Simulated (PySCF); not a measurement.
## Calculated data, H$_{8}$N$_{2}$Si$_{2}$

Computed with PySCF 2.14.0. Calculation on a computer-drawn molecule: the log of a Hartree-Fock and frozen-core CCSD(T) single point meant for a local Hartree-Fock minimum, with one planted fault or none, to be diagnosed. Offsets are logged minus clean, where the clean run is the same molecule without the fault. The reference is restricted for singlets and unrestricted otherwise, and also for a bond in bohr or an excited solution. Adding or removing an electron swaps singlet and doublet. The excited solution moves the top pair (singlet) or top alpha electron (doublet) to the lowest empty orbital. Highest occupied and lowest empty are orbital energies over both spins, largest force is the largest gradient component, triples share is (T) over the correlation energy, the T1 limit is 0.02 restricted and 0.045 unrestricted, electrons count all cores, a negative frequency is imaginary (commonest isotopes), and the dipole is about the centre of nuclear charge.

```xyz
12
formula=H8N2Si2 meant_charge=0 meant_multiplicity=1 meant_basis=cc-pV(D+d)Z logged_electrons=50 logged_basis_functions=114 logged_SCF_converged=yes logged_spin_squared=0.9895 logged_highest_occupied=-7.8529 logged_lowest_empty=2.5439 logged_largest_force=0.026246 logged_T1_diagnostic=0.016053 logged_D1_diagnostic=0.078278 logged_triples_share=0.022604 logged_CC_converged=yes logged_dipole_magnitude=1.9166 logged_SCF_stable_within_its_kind=yes logged_energy_HF=-691.37907 logged_energy_CCSD(T)=-691.96428 possible_faults=no_fault,one_electron_removed,one_electron_added,multiplicity_raised_by_two,geometry_at_a_saddle_point,SCF_held_on_an_excited_solution,minimal_basis_STO-3G,one_bond_length_entered_in_bohr,all_coordinates_scaled planted_fault=one_bond_length_entered_in_bohr,row_1_of_the_drawn_bonds HF_energy_offset_from_clean_run=84.83 CCSD(T)_energy_offset_from_clean_run=105.7
N     -2.5236     0.4595    -0.2226
Si     0.0153     1.1059    -2.1343
N      0.6209    -0.3942    -2.7367
Si    -0.2611    -1.8179    -3.1889
H     -3.2637     1.1299    -0.1365
H     -2.4056    -0.0506     0.6328
H      1.1700     1.7812    -1.4894
H     -0.5163     2.0158    -3.1755
H      1.6174    -0.4496    -2.8522
H     -1.4971    -1.4600    -3.9185
H     -0.6442    -2.6585    -2.0291
H      0.6117    -2.6312    -4.0686
```

Units: logged_highest_occupied, logged_lowest_empty in eV; logged_largest_force in hartree/bohr; logged_dipole_magnitude in debye; logged_energy_HF, logged_energy_CCSD(T) in hartree; HF_energy_offset_from_clean_run, CCSD(T)_energy_offset_from_clean_run in kcal/mol.

Drawn bonds:
```
atom  other atom  order
   1           2      1
   2           3      1
   3           4      1
   1           5      1
   1           6      1
   2           7      1
   2           8      1
   3           9      1
   4          10      1
   4          11      1
   4          12      1
```
